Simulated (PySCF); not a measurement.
C₇H₁₀F₂O.
Z-matrix (Å and degrees, GFN2-xTB geometry), rows numbered from 1:
```
C 
C   1  1.5180
F   2  1.3843  1  109.10
C   2  1.5449  1  112.08  3   120.70
C   4  1.5020  2  112.10  1  -171.55
C   5  1.3202  4  109.57  2   115.40
C   6  1.5006  5  109.51  4    -0.04
C   7  1.5388  6  111.99  5  -113.60
F   8  1.3712  7  109.86  6   -73.26
O   7  1.4192  6  105.04  5     6.31
H   1  1.0857  2  109.70  3   170.55
H   1  1.0870  2  109.31  3   -69.65
H   1  1.0870  2  109.80  3    50.37
H   2  1.0980  1  111.69  3  -116.27
H   4  1.0993  2  107.16  1    64.41
H   5  1.0730  4  121.93  2   -63.03
H   6  1.0727  5  128.76  4  -178.24
H   7  1.0990  6  112.53  5   124.14
H   8  1.0940  7  109.92  6   168.65
H   8  1.0936  7  111.20  6    45.88
```

Probes without a nucleus sit at each ring's centroid and 1 Å off its mean plane on both sides; NICS is minus the shielding there, NICSzz its component along the normal. Level: GIAO PBE0/pcSseg-1 (PySCF, non-relativistic, gas phase) on the GFN2-xTB geometry, one conformer.

Ring bond lengths (Å), with Mayer bond orders in brackets: C4–C5 1.502 (1.03), C5–C6 1.320 (1.87), C6–C7 1.501 (1.02), C7–O10 1.419 (0.91), O10–C4 1.420 (0.93).

Question: What do the NICS probes read (ppm)?

Answer: 
```tsv
ring	type	NICS(0)	NICS(1), two faces	NICS(1)zz, two faces	rms pucker (Å)	centre to ring atoms, mean (Å)
C4–C5–C6–C7–O10	5-membered ring with O; formal bonds 1 double, 4 single	-5.3	-3.0 / -3.5	-6.2 / -5.5	0.04	1.22
```

Question: What do they say, and how far can they be read as aromaticity?

Answer: 
- C4–C5–C6–C7–O10: mean NICS(1)zz -5.9 ppm, shielded. C4, C7 have four or more neighbours, so the value isn't read as a sign of a π ring current.
